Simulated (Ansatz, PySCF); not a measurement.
OSi, charge -1, doublet, geometry from GFN2-xTB (a state made from the parent by changing its charge; the spin is typed, not shown lowest) (in this run its highest filled SCF level lies above zero, so its values depend strongly on the basis, on diffuse functions most of all). Base run: CAMB3LYP/6-31G** (PySCF).

PySCF was given this input:
```python
from pyscf import gto, scf, dft

mol = gto.Mole()
mol.atom = '''
    Si   -0.000000   -0.000000   -0.575981
    O     0.000000    0.000000    1.007967
'''
mol.basis = '6-31g**'
mol.charge = -1
mol.spin = 1
mol.verbose = 3
mol.build()

mf = dft.UKS(mol)
mf.xc = 'camb3lyp'
mf.kernel()
```

The same geometry, method and basis name were run in Ansatz (a quantum-chemistry and plane-wave program) and PySCF, at each program's defaults and at the settings that a row names. The base is PySCF at its defaults. Differences at the defaults can come from grids, fitting, cores and function types together.

```csv
code and settings,ΔE vs base (mEh),basis functions,E (Eh),SCF cycles
"PySCF, defaults (exact integrals, its default grid, spherical functions)",0.000,32,-364.65597,12
"Ansatz, defaults (factorised integrals, its default grid, Cartesian functions)",-3.515,34,-364.65948,-
"PySCF, density fitting with def2-universal-jkfit",-0.023,32,-364.65599,12
"PySCF, fine grid",-0.001,32,-364.65597,12
"Ansatz, high accuracy, Cartesian functions as the basis file defines them",-3.515,34,-364.65949,-
```

Open shells are given as the SCF converged; they aren't shown to be the lowest states, and a large step between rows can be another state.
